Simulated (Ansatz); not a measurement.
```yaml
crystal:
  periodic: [false, false, false]
  atoms:
    - {symbol: C, position_ang: [-1.831164, -0.040921, 1.552982]}
    - {symbol: S, position_ang: [-1.227017, -0.633683, -0.031766]}
    - {symbol: C, position_ang: [-0.658128, -2.257737, 0.484424]}
    - {symbol: Cr, position_ang: [0.667952, 0.694497, -0.707681]}
    - {symbol: C, position_ang: [-0.118799, 2.249104, 0.009905]}
    - {symbol: O, position_ang: [-0.566672, 3.210148, 0.433298]}
    - {symbol: C, position_ang: [1.503962, -0.815313, -1.463973]}
    - {symbol: O, position_ang: [2.038195, -1.708889, -1.932576]}
    - {symbol: C, position_ang: [1.499870, 0.341571, 0.941648]}
    - {symbol: O, position_ang: [2.002282, 0.124916, 1.944644]}
    - {symbol: C, position_ang: [2.107399, 1.715423, -1.245814]}
    - {symbol: O, position_ang: [3.004020, 2.347073, -1.572849]}
    - {symbol: C, position_ang: [-0.198600, 1.028899, -2.357389]}
    - {symbol: O, position_ang: [-0.697013, 1.246156, -3.358573]}
    - {symbol: H, position_ang: [-2.228322, 0.961336, 1.398135]}
    - {symbol: H, position_ang: [-2.632085, -0.694590, 1.900294]}
    - {symbol: H, position_ang: [-1.026700, -0.003417, 2.288250]}
    - {symbol: H, position_ang: [-0.259637, -2.760356, -0.395815]}
    - {symbol: H, position_ang: [-1.502650, -2.828643, 0.872034]}
    - {symbol: H, position_ang: [0.123087, -2.175588, 1.240821]}
basis:
  gaussian: {orbitals: ANO-RCC-VTZP, fitting: {mean_field: def2-universal-jkfit}}
magnetization: {spin_polarized: true, initial_magnetization: 0}
hamiltonian: {xc: {name: RPBE}}
accuracy: high
scf: {lower_state_search: off}
```

```sh
$ ansatz run in.yaml --threads 11 --pin off --events-out ev --progress --plain --max-ram 110592MiB --backend cuda --devices 0, --max-vram 75GiB
```

It prints (some lines left out):

```
Functional definition: RPBE
  name "RPBE"
  cite "Hammer, Hansen & Nørskov, Phys. Rev. B 59, 7413 (1999) doi:10.1103/PhysRevB.59.7413"
  cite "Perdew, Burke & Ernzerhof, Phys. Rev. Lett. 77, 3865 (1996) doi:10.1103/PhysRevLett.77.3865"
  parameter kappa = 0.804
  parameter beta = 0.06672455060314922
  exchange = rpbe_x(kappa = kappa, mu = beta*pi^2/3)
  correlation = pbe_c(beta = beta)
these checks for a lower state are left out or cut short: stability, starts, cluster_reference, orbital_swaps, neighbouring_geometries, increment
1410 factors; integrals over basis functions are off by at most 4.9e-1 eV
mean field evaluation 1: about -57028.4978 eV, gradient 1.2e2 eV
mean field evaluation 2: about -56788.6127 eV, gradient 2.3e2 eV
mean field evaluation 4: about -56983.0342 eV, gradient 1.8e2 eV
mean field evaluation 8: about -57072.5330 eV, gradient 1.8e-2 eV
mean field -57072.53821485 eV, -2097.3770942398 hartree, gradient 1.5e-8 eV, S^2 0.000000; 0 other end points of the search recorded, 0 dependent functions left out
reference -57072.53822429 eV, -2097.3770945868 hartree; 64, 64 occupied and 473, 473 virtual orbitals, 1410 factors
Total energy: -57072.53822429 eV, -2097.3770945868 hartree
Relativity: scalar
Checks for a lower state left out: stability, starts, cluster_reference, orbital_swaps, neighbouring_geometries, increment
```

Run time 5.5 s (11 threads of an AMD EPYC 7R13 on a shared host and a whole NVIDIA H100 80 GB); peak host memory 1.6 GiB.
